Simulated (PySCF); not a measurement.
Ranking problems on computed properties.

All species are isolated and taken at one optimised geometry, non-relativistic unless stated. Electronic properties by PySCF.

Dipoles, sizes and rotational constants follow the conformer. The torsions of the flexible species, by atom-mapped SMILES:
- `[F:1][CH2:2][C@:3]1([CH:4]([F:5])[F:6])[CH2:7][O:8]1`: F1–C2–C3–C4 160°, C2–C3–C4–F5 -75°
- `[CH2:1]=[CH:2][CH:3]=[C:4]=[O:5]`: C1–C2–C3–C4 180°
- `[CH3:1][S:2][c:3]1[cH:4][cH:5][o:6][cH:7]1`: C1–S2–C3–C4 180°
- `[SiH3:1][SiH2:2][c:3]1[cH:4][cH:5][cH:6][cH:7][n:8]1`: Si1–Si2–C3–C4 113°
- `[OH:1][CH2:2]/[CH:3]=[CH:4]\[C:5]([F:6])([F:7])[F:8]`: O1–C2–C3–C4 -104°, C3–C4–C5–F6 55°, H–O1–C2–C3 70°
- `[CH3:1][CH2:2]/[C:3](=[CH:4]/[Cl:5])[C:6](=[O:7])[Cl:8]`: C1–C2–C3–C4 -1°, C2–C3–C6–O7 178°
- `[N:1]#[C:2]/[C:3]([CH2:4][F:5])=[N:6]\[SiH3:7]`: C2–C3–C4–F5 -24°
- `[N:1]#[C:2]/[CH:3]=[C:4](/[F:5])[SiH2:6][NH2:7]`: C3–C4–Si6–N7 -35°, H–N7–Si6–C4 -176°, H–N7–Si6–C4 43°

Problem. Rank by lowest singlet excitation, lowest first (TDDFT CAM-B3LYP/def2-SVPD at GFN2-xTB geometries).
A. `OC/C=C\C(F)(F)F`
B. `CSC1=COC=C1`
C. `Fc1ccn([SiH3])n1`
D. `[SiH3][SiH2]c1ccccn1`
E. `C=CC=C=O`
F. `CC/C(=C/Cl)C(=O)Cl`
G. `FC[C@]1(C(F)F)CO1`

Solution. E (3.38 eV), F (4.16 eV), D (4.70 eV), B (5.22 eV), A (6.30 eV), C (6.57 eV), G (8.15 eV).

Problem. Rank by smallest rotational constant, highest first (GFN2-xTB).
A. `OC/C=C\C(F)(F)F`
B. `C=CC=C=O`
C. `[SiH3][SiH2]c1ccccn1`
D. `N#C/C=C(/F)[SiH2]N`
E. `N#C/C(CF)=N\[SiH3]`
F. `CCC#P`
G. `Fc1nccn1[SiH3]`

Solution. F (2.569 GHz), B (2.279 GHz), G (1.375 GHz), A (1.217 GHz), D (1.154 GHz), E (0.992 GHz), C (0.709 GHz).

Problem. Rank by HOMO energy, lowest first (CAM-B3LYP/def2-SVPD at GFN2-xTB geometries).
A. `C(C=C=O)=C`
B. `CSc1ccoc1`
C. `c1cc([SiH2][SiH3])ncc1`
D. `ClC(/C(=C\Cl)CC)=O`
E. `Fc1nccn1[SiH3]`
F. `N#C/C=C(/F)[SiH2]N`
G. `N#C/C(CF)=N\[SiH3]`
H. `FC[C@]1(C(F)F)CO1`

Solution. H (-10.12 eV), G (-9.62 eV), F (-9.36 eV), D (-9.23 eV), C (-8.65 eV), E (-8.11 eV), A (-7.68 eV), B (-7.29 eV).

Problem. By how much do the two ends of that ranking differ?

Solution. By 2.83 eV, between `CSc1ccoc1` and `FC[C@]1(C(F)F)CO1`.

Problem. Rank by static isotropic polarisability, lowest first (CAM-B3LYP/def2-SVPD at GFN2-xTB geometries).
A. `N#C/C=C(/F)[SiH2]N`
B. `CC/C(=C/Cl)C(=O)Cl`
C. `FC[C@]1(C(F)F)CO1`
D. `c1cnc(F)n1[SiH3]`
E. `[SiH3][SiH2]c1ccccn1`
F. `CSc1ccoc1`
G. `OC/C=C\C(F)(F)F`

Solution. C (52.0 au), G (56.2 au), D (70.4 au), A (73.3 au), F (79.5 au), B (92.6 au), E (119.5 au).

Problem. By how much do the two ends of that ranking differ?

Solution. By 67.5 au, between `[SiH3][SiH2]c1ccccn1` and `FC[C@]1(C(F)F)CO1`.

Problem. Rank by electronic spatial extent ⟨r²⟩ about the centre of nuclear charge, highest first (CAM-B3LYP/def2-SVPD at GFN2-xTB geometries).
A. `OC/C=C\C(F)(F)F`
B. `C(/C(=O)Cl)(CC)=C/Cl`
C. `C(=C(/[SiH2]N)F)/C#N`
D. `C(=C=O)C=C`

Solution. B (1569 bohr²), A (981 bohr²), C (962 bohr²), D (507 bohr²).

Problem. Rank by HOMO–LUMO gap, highest first (CAM-B3LYP/def2-SVPD at GFN2-xTB geometries).
A. `CSc1ccoc1`
B. `C=CC=C=O`
C. `FC1=NC=CN1[SiH3]`
D. `c1cccnc1[SiH2][SiH3]`
E. `CC/C(=C/Cl)C(=O)Cl`

Solution. C (8.78 eV), D (8.60 eV), A (8.40 eV), E (7.98 eV), B (7.63 eV).

Problem. Give the two extremes of that set in kcal/mol.

Solution. `C=CC=C=O`: 176 kcal/mol; `Fc1nccn1[SiH3]`: 202 kcal/mol.
